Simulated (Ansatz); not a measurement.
Cd2S2⁺, that is (CdS)2 ring with one electron fewer. The state is a doublet with charge 1. Geometry r2SCAN-D4/def2-SVP, that of the neutral singlet; atoms count from 1.

```xyz
4

Cd   -1.135   -0.683   -0.410
S     1.161   -1.507   -0.704
Cd    1.135    0.683    0.410
S    -1.161    1.507    0.704
```

In the def2 sets Cd takes a core potential; there is no spin–orbit coupling.

Q: Estimate the Mulliken populations from the PBE0/def2-TZVP orbitals of Ansatz.

A: 
| atom | charge (e) | spin (α − β) | d electrons |
| --- | --- | --- | --- |
| Cd1 | 0.75 | -0.08 | 9.99 |
| S2 | -0.25 | 0.58 | – |
| Cd3 | 0.75 | -0.08 | 9.99 |
| S4 | -0.25 | 0.58 | – |
Mulliken values and Mayer orders depend strongly on the basis.

Q: Where does the spin sit?

A: Summed by element: Cd -0.16, S 1.16, of 1 unpaired in all. Largest on single atoms: S2 0.58, S4 0.58, Cd1 -0.08.

Q: And the Mayer bond orders between bonded heavy atoms (over 0.3)?

A: Cd1–S2 0.87 (2.46 Å); Cd1–S4 0.87 (2.46 Å); S2–Cd3 0.87 (2.46 Å); Cd3–S4 0.87 (2.46 Å). Values over 0.3 also appear between atoms too far apart for a bond (S2–S4 0.48 at 4.06 Å); they arise where an orbital or an unpaired electron spreads over both atoms.
